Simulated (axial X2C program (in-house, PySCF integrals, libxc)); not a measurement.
**HfS: cheaper levels and CCSD(T), with spin–orbit coupling**

All values were computed with an in-house all-electron X2C program for linear molecules (integrals from PySCF). Two-component (2c) means X2C with spin–orbit coupling and atomic mean-field two-electron Coulomb and Gaunt terms. Basis: Hf dyall-cv3z [13s14p9d7f4g], S dyall-av3z [9s8p3d2f] (cores contracted in-house); Gaussian nuclei, density fitting, unrestricted open shells. Masses: Hf 179.947 u, S 31.972 u.

State: Ω = 0 (closed shell); fragments Hf + S.

| level | Re (Å) | ωe (cm⁻¹) |
| --- | --- | --- |
| PBE0 | 2.151 | 541.4 |
| HF | 2.169 | 553.9 |
| MP2 | 2.164 | 536.9 |
| CCSD | 2.170 | 538.7 |
| TPSSh | 2.157 | 531.1 |

Correlated methods: 18 electrons correlated (number of frozen shells: Hf 4 s, 3 p, 2 d, 1 f; S 2 s, 1 p), 316 virtual spin orbitals or spinors in MP2, 110 natural virtuals in coupled cluster.

CCSD(T), same Hamiltonian and basis:

Re = 2.182 Å, ωe = 520.1 cm⁻¹; T1 = 0.026 (Lee–Taylor normalisation).

(1) Give the differences from CCSD(T) in the columns below.

The state is a single determinant with fixed occupations, the lowest that a limited PBE0 search found. The closed shell is kept restricted, so the energy runs too high when the bond is stretched far. De is not given where an atomic determinant may have missed its ground term or J level, or where the truncated virtual space spoils (T). Coupled cluster ran in a truncated set of natural virtual spinors; the MP2 energy of the rest was added. (T) has no such correction and the atoms are truncated less, which lowers De at CCSD(T) by a hundredth of an eV or more. Without a current term, density functionals place determinants with orbital angular momentum somewhat too high. The T1 diagnostic is large, a sign of multireference character.

Answers

(1) 

```json
{"level": "PBE0", "ΔRe (Å)": "-0.031", "Δωe (cm⁻¹)": "21"}
{"level": "HF", "ΔRe (Å)": "-0.013", "Δωe (cm⁻¹)": "34"}
{"level": "MP2", "ΔRe (Å)": "-0.018", "Δωe (cm⁻¹)": "17"}
{"level": "CCSD", "ΔRe (Å)": "-0.012", "Δωe (cm⁻¹)": "19"}
{"level": "TPSSh", "ΔRe (Å)": "-0.025", "Δωe (cm⁻¹)": "11"}
```
